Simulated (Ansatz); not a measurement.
The same path of CH5AlClN (9 atoms, charge 0, multiplicity 1) was run 3 times with different band settings. The coordinate that changes most is the dihedral H7–C1–Al2–Cl4.

Level of theory: RKS PBE/def2-SVP in Ansatz 0.2.0.

Relaxed end points:

```xyz
9
Properties=species:S:1:pos:R:3
C -0.210 1.375 -0.614
Al -0.201 -0.541 -0.234
N 0.599 -1.261 1.183
Cl -1.170 -1.920 -1.537
H 0.318 1.588 -1.567
H 0.281 1.966 0.187
H -1.248 1.751 -0.732
H 0.618 -2.262 1.391
H 1.102 -0.743 1.906
```

```xyz
9
Properties=species:S:1:pos:R:3
C 0.370 1.321 -0.661
Al 0.075 -0.567 -0.260
N -0.594 -1.153 1.281
Cl 0.556 -2.076 -1.685
H -0.189 1.622 -1.572
H 1.444 1.516 -0.867
H 0.056 1.985 0.169
H -0.756 -2.136 1.512
H -0.873 -0.558 2.064
```

Common settings: spring 5.0 eV/Å²; start path IDPP; force threshold 0.05 eV/Å; iteration limit 60; end points relaxed.

| run | movable images | climbing image | optimiser | largest step |
| --- | --- | --- | --- | --- |
| 1 | 5 | yes | quadratic models (default) | default |
| 2 | 5 | yes | fire | 0.02 Å |
| 3 | 8 | no | quadratic models (default) | default |

What does each run give, and how far can it be trusted?

Run 1: converged after 3 iterations, highest image 0.012 eV above the first end. A vibrational analysis at the climbing image gives one clearly imaginary mode, 69i cm⁻¹: a first-order saddle point.
Run 2: converged after 9 iterations, highest image 0.012 eV above the first end. Another band between the same ends (5 images) ends at a top of the same energy, where a vibrational analysis finds 1 clearly imaginary mode.
Run 3: converged after 3 iterations, highest image 0.012 eV above the first end. No image climbed, so the highest image needn't sit at the top of the path.
